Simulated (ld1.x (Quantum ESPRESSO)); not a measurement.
Building the PAW potential for C (BP86, scalar-relativistic).

The input file (ld1.x (Quantum ESPRESSO) 7.5):

```
&input
   title='C', zed=6., rel=1, dft='BP', iswitch=3,
   config='[He] 2s2 2p1 3d-2',
   nld=3, rlderiv=2.45, eminld=-4.0, emaxld=5.0, deld=0.02
 /
 &inputp
   pseudotype=3, lpaw=.true., tm=.true., lloc=-1, rcloc=1.10,
   nlcc=.true., new_core_ps=.true.,
   which_augfun='BESSEL', rmatch_augfun=0.75,
   file_pseudopw='C.UPF', file_wfcaegen='ae.wfc', file_wfcncgen='nc.wfc', file_beta='beta', file_chi='chi', file_wfcusgen='us.wfc'
 /
5
2S  1  0   2.00   0.00  0.95  1.15  0.0
2S  1  0   0.00   1.05  0.95  1.15  0.0
2P  2  1   1.00   0.00  1.70  2.00  0.0
2P  2  1   0.00   0.10  1.70  2.00  0.0
3D  3  2  -2.00   0.40  1.95  2.25  0.0
 &test
   configts(1)='2s2 2p1'
 /
```

Command:

```bash
ld1.x < C.in > C.out
```

The program printed (shortened: banner, matrices, multipoles, cross overlaps and the repeated all-electron block are left out):

```
Program LD1 v.7.5

     !!!!!!!!!!!!!!!!!!! WARNING !!!!!!!!!!!!!!!!!!!!!!!
     Message from routine ld1_readin:
     US requires at least two energies per channel 3D
     !!!!!!!!!!!!!!!!!!!!!!!!!!!!!!!!!!!!!!!!!!!!!!!!!!!
     --------------------------- All-electron run ----------------------------

     C
     scalar relativistic calculation

     atomic number is  6.00
     dft =BP   lsd =0 sic =0 latt =0  beta=0.20 tr2=1.0E-14
     Exchange-correlation= BP
                           (   1   1   1   1   0   0   0)
     mesh =1073 r(mesh) = 100.30751 a.u. xmin = -7.00 dx = 0.01250
     1 Ry =  13.60569312 eV, c = 137.03599908

     n l     nl                  e(Ry)          e(Ha)          e(eV)
     1 0     1S 1( 2.00)       -21.2249       -10.6125      -288.7801
     2 0     2S 1( 2.00)        -1.9008        -0.9504       -25.8622
     2 1     2P 1( 1.00)        -1.2548        -0.6274       -17.0725

     final scf error:  1.2E-15 reached in  19 iterations

     Etot =     -74.827601 Ry,     -37.413800 Ha,   -1018.081371 eV

     Ekin =      74.672734 Ry,      37.336367 Ha,    1015.974306 eV
     Encl =    -169.850803 Ry,     -84.925401 Ha,   -2310.937899 eV
     Eh   =      29.973261 Ry,      14.986630 Ha,     407.806988 eV
     Exc  =      -9.622793 Ry,      -4.811396 Ha,    -130.924767 eV

     normalization and overlap integrals

     s(1S/1S) =  1.000000  <r> =   0.2703  <r2> =    0.0990  r(max) =   0.1730
     s(2S/2S) =  1.000000  <r> =   1.4622  <r2> =    2.5451  r(max) =   1.1714
     s(2P/2P) =  1.000000  <r> =   1.5019  <r2> =    2.8220  r(max) =   1.1143

     ------------------------ End of All-electron run ------------------------

     --------------------- Generating PAW atomic setup --------------------

      Generating local potential from pseudized AE potential:
      Matching radius rcloc =   1.1000

      Local pseudo, rcloc= 1.087 Estimated cut-off energy=    19.59 Ry

      Computing core charge for nlcc:

       r > 0.54 : true rho core
      Core charge pseudized with two Bessel functions
      Integrated core pseudo-charge :   1.09
      Wfc-us  2S rcutus= 1.143  Estimated cut-off energy=    33.81 Ry
      Wfc-us  2S rcutus= 1.143  Estimated cut-off energy=    39.71 Ry
      Wfc-us  2P rcutus= 1.980  Estimated cut-off energy=    20.30 Ry
      Wfc-us  2P rcutus= 1.980  Estimated cut-off energy=    36.17 Ry
      Wfc-us  3D rcutus= 2.244  Estimated cut-off energy=    21.51 Ry

     Required augmentation: BESSEL   radius:    0.750000
     Suggested rho cutoff for augmentation: 173.56 Ry

     Estimated PAW energy =  -17.070700 Ryd

     ------------------- End of pseudopotential generation -------------------

     Computing logarithmic derivative in   2.46455
     Computing logarithmic derivative in   2.46455
     Computing the partial wave expansion
     R is outside the sphere for l=    0 j= 0.00
     R is outside the sphere for l=    0 j= 0.00
     R is outside the sphere for l=    1 j= 0.00
     R is outside the sphere for l=    1 j= 0.00
     R is outside the sphere for l=    2 j= 0.00

     ---------------------- Testing the pseudopotential ----------------------

     C
     scalar relativistic calculation

     atomic number is  6.00   valence charge is  4.00
     dft = SLA  PZ   B88  P86   lsd =0 sic =0 latt =0  beta=0.20 tr2=1.0E-14
     mesh =1073 r(mesh) = 100.30751 xmin = -7.00 dx = 0.01250

     n l     nl             e AE (Ry)        e PS (Ry)    De AE-PS (Ry)
     1 0     2S   1( 2.00)       -1.90084       -1.90085        0.00001
     2 1     2P   1( 1.00)       -1.25480       -1.25481        0.00000

     eps = 6.6E-17  iter =  4

     Etot =     -74.827601 Ry,     -37.413800 Ha,   -1018.081371 eV
     Etotps =   -17.070726 Ry,      -8.535363 Ha,    -232.259053 eV

     Ekin =      10.703892 Ry,       5.351946 Ha,     145.633864 eV
     Encl =     -23.698665 Ry,     -11.849333 Ha,    -322.436769 eV
     Ehrt =       5.546839 Ry,       2.773420 Ha,      75.468591 eV
     Ecxc =      -9.622791 Ry,      -4.811395 Ha,    -130.924739 eV
     (Ecc =      -2.396343 Ry,      -1.198172 Ha,     -32.603909 eV)

     ---------------------- End of pseudopotential test ----------------------
```

Generation and configuration tests took about 3.4 s on one core of a shared server CPU.

Transferability test of the new file with ld1.x, input:

```
&input
   title='C', zed=6., rel=1, dft='BP', iswitch=2,
   config='[He] 2s2 2p1 3d-2'
 /
 &test
   file_pseudo='C.UPF', nconf=8,
   configts(1)='2s2 2p1',
   configts(2)='2s2 2p2',
   configts(3)='2s2 2p0',
   configts(4)='2s1 2p0',
   configts(5)='2s1 2p3',
   configts(6)='2s0 2p4',
   configts(7)='2s1 2p2',
   configts(8)='2s2 2p1.5'
 /
```

```bash
ld1.x < C.test.in > C.test.out
```

Pseudopotential blocks of its output, shortened (energy terms left out):

```
     ---------------------- Testing the pseudopotential ----------------------

     n l     nl             e AE (Ry)        e PS (Ry)    De AE-PS (Ry)
     1 0     2S   1( 2.00)       -1.90084       -1.90085        0.00001
     2 1     2P   1( 1.00)       -1.25480       -1.25481        0.00000

     eps = 4.8E-17  iter =  4

     Etot =     -74.827600 Ry,     -37.413800 Ha,   -1018.081368 eV
     Etotps =   -17.070726 Ry,      -8.535363 Ha,    -232.259053 eV

     ---------------------- End of pseudopotential test ----------------------

          ---------------------- Testing the pseudopotential ----------------------

     n l     nl             e AE (Ry)        e PS (Ry)    De AE-PS (Ry)
     1 0     2S   1( 2.00)       -1.01843       -1.01826       -0.00017
     2 1     2P   1( 2.00)       -0.39540       -0.39541        0.00001

     eps = 2.2E-15  iter = 10

     Etot =     -75.631920 Ry,     -37.815960 Ha,   -1029.024695 eV
     Etotps =   -17.875072 Ry,      -8.937536 Ha,    -243.202741 eV
     dEtot_ae =      -0.804320 Ry
     dEtot_ps =      -0.804346 Ry,   Delta E=       0.000027 Ry

     ---------------------- End of pseudopotential test ----------------------
```

The test run then stopped with an error in new_paw_hamiltonian: “negative rho”.
